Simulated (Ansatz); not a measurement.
Several settings on one geometry of [CdCl4]2- (CdCl₄²⁻) (that of the charge -2 singlet, PBE0-D4/def2-SVPD). Ansatz on 4 threads of Arm Neoverse V1 on a shared host; times are rough.

```xyz
5

Cd    0.000    0.000    0.000
Cl    0.011   -0.018    2.542
Cl    2.393    0.012   -0.858
Cl   -1.207    2.079   -0.827
Cl   -1.197   -2.072   -0.857
```

Totals from different functionals, basis sets or treatments of relativity can't be compared as stabilities.

In the def2 sets Cd takes a core potential; there is no spin–orbit coupling. A multiply charged anion in the gas phase is held together partly by the finite basis.

Question: Give the basis size and estimate the energy, ⟨S²⟩ and time of these runs.

```json
{"run": "1", "method": "RKS PBE0/def2-TZVPD", "charge": "-2", "state": "singlet", "further keys": "scf: {omitted_lower_state_checks: [starts]}"}
{"run": "2", "method": "UKS r2SCAN0-D4/def2-TZVPP", "charge": "-2", "state": "singlet", "further keys": "–"}
{"run": "3", "method": "RHF/def2-TZVPD", "charge": "-2", "state": "singlet", "further keys": "nuclear_model: gaussian; scf: {omitted_lower_state_checks: [starts]}; forces asked"}
```

Answer: 
```
run  functions  energy (Eh)  ⟨S²⟩  wall time
  1        224   -2008.2684     –      4.3 s
  2        224   -2008.7680  0.00       15 s
  3        224   -2005.1578     –      5.5 s
```

The highest occupied level of an anion often lies above zero with these methods, and sets without diffuse functions describe the outer electron poorly.
